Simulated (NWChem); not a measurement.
System: C₄H₈; SMILES C(C)C=C

Output (shortened):

```
             Northwest Computational Chemistry Package (NWChem) 7.3.0
             --------------------------------------------------------

 C1  symmetry detected

                             Geometry "geometry" -> ""
                             -------------------------

 Output coordinates in angstroms (scale by  1.889725989 to convert to a.u.)

  No.       Tag          Charge          X              Y              Z
 ---- ---------------- ---------- -------------- -------------- --------------
    1 C                    6.0000     0.04068784     1.86189338    -0.27810479
    2 C                    6.0000     0.21260939     0.71907617     0.38833210
    3 C                    6.0000    -0.56978682    -0.53976937     0.17772193
    4 C                    6.0000     0.30345629    -1.72651704    -0.21913479
    5 H                    1.0000    -0.72654440     1.96067954    -1.05358302
    6 H                    1.0000     0.65567603     2.74226385    -0.07327218
    7 H                    1.0000     0.99888204     0.67075374     1.15445578
    8 H                    1.0000    -1.10485816    -0.78680599     1.11297408
    9 H                    1.0000    -1.34518860    -0.36625503    -0.58677201
   10 H                    1.0000     0.83210247    -1.53137535    -1.16494174
   11 H                    1.0000    -0.29790476    -2.63919992    -0.34926817
   12 H                    1.0000     1.06603522    -1.93815968     0.54752058

 Effective nuclear repulsion energy (a.u.)     116.9051687205

                                 NWChem DFT Module
                                 -----------------

 Summary of "ao basis" -> "ao basis" (spherical)
 ------------------------------------------------------------------------------
       Tag                 Description            Shells   Functions and Types
 ---------------- ------------------------------  ------  ---------------------
 C                         def2-tzvp                11       31   5s3p2d1f
 H                         def2-tzvp                 4        6   3s1p

            General Information
            -------------------
          SCF calculation type: DFT
          Wavefunction type:  closed shell.
          No. of atoms     :    12
          No. of electrons :    32
           Alpha electrons :    16
            Beta electrons :    16
          Charge           :     0
          Spin multiplicity:     1
          Use of symmetry is: off; symmetry adaption is: off
          Maximum number of iterations: 150
          AO basis - number of functions:   172
                     number of shells:    76
          Convergence on energy requested:  1.00D-06
          Convergence on density requested:  1.00D-05
          Convergence on gradient requested:  5.00D-04

              XC Information
              --------------
                       M06-2X Method XC Functional
                     Hartree-Fock (Exact) Exchange  0.540
                        M06-2X Exchange Functional  1.000
                      M06-2X Correlation Potential  1.000

             Grid Information
             ----------------
          Grid used for XC integration:  medium
          Radial quadrature: Mura-Knowles
          Angular quadrature: Lebedev.
          Tag              B.-S. Rad. Rad. Pts. Rad. Cut. Ang. Pts.
          ---              ---------- --------- --------- ---------
          C                   0.70       49          12.0       434
          H                   0.35       45          13.0       434
          Grid pruning is: on
          Number of quadrature shells:   556
          Spatial weights used:  Erf1

      Superposition of Atomic Density Guess
      -------------------------------------

 Sum of atomic energies:        -154.68378641

      Non-variational initial energy
      ------------------------------

 Total energy =    -157.392779
 1-e energy   =    -436.522223
 2-e energy   =     162.224275
 HOMO         =      -0.319087
 LUMO         =       0.001164

------------------------------------------------------------
EAF file 0: "./job.aoints.0" size=588775424 bytes
------------------------------------------------------------
               write      read    awrite     aread      wait
               -----      ----    ------     -----      ----
     calls:     1123         0         0         0         0
   data(b): 5.89e+08  0.00e+00  0.00e+00  0.00e+00
   time(s): 0.00e+00  0.00e+00  0.00e+00  0.00e+00  0.00e+00
rate(mb/s): 0.00e+00  0.00e+00
------------------------------------------------------------

     ---------------------------------------------
      Total Density - Mulliken Population Analysis
     ---------------------------------------------

    Atom       Charge   Shell Charges
 -----------   ------   -------------------------------------------------------
    1 C    6     6.40   0.86  1.12  0.58  0.66  0.12  1.24  1.31  0.47  0.01  0.03  0.01
    2 C    6     6.09   0.86  1.12  0.57  0.61  0.07  1.19  1.26  0.32  0.02  0.06  0.01
    3 C    6     6.29   0.86  1.12  0.54  0.66  0.10  1.22  1.35  0.34  0.02  0.08  0.01
    4 C    6     6.50   0.86  1.12  0.55  0.66  0.13  1.26  1.41  0.45  0.01  0.04  0.00
    5 H    1     0.84   0.24  0.45  0.13  0.02
    6 H    1     0.84   0.24  0.45  0.13  0.02
    7 H    1     0.85   0.24  0.45  0.14  0.02
    8 H    1     0.84   0.24  0.45  0.13  0.02
    9 H    1     0.85   0.24  0.45  0.13  0.02
   10 H    1     0.84   0.24  0.45  0.13  0.02
   11 H    1     0.83   0.24  0.44  0.12  0.02
   12 H    1     0.84   0.24  0.44  0.13  0.02

[...]
```

Level: M06-2X/def2-TZVP. Geometry: optimised at PBE0/def2-SVP.

Task: Reconstruct the input file.

Result: One answer among several that fit: the input that was run:
```
start job
memory heap 200 mb stack 900 mb global 1100 mb
geometry units angstroms noautoz
  C      0.047291     1.864571    -0.275826
  C      0.196102     0.721484     0.395690
  C     -0.574644    -0.538954     0.153948
  C      0.316020    -1.723280    -0.210069
  H     -0.689736     1.962364    -1.080188
  H      0.651865     2.746154    -0.046652
  H      0.952397     0.674208     1.191484
  H     -1.144756    -0.788168     1.067671
  H     -1.320433    -0.366463    -0.639684
  H      0.880240    -1.525965    -1.134634
  H     -0.277738    -2.637219    -0.364104
  H      1.049002    -1.933931     0.585194
end
basis spherical
  * library def2-tzvp
end
dft
  xc m06-2x
  iterations 150
  semidirect filesize 400000000
  mulliken
end
task dft energy
```
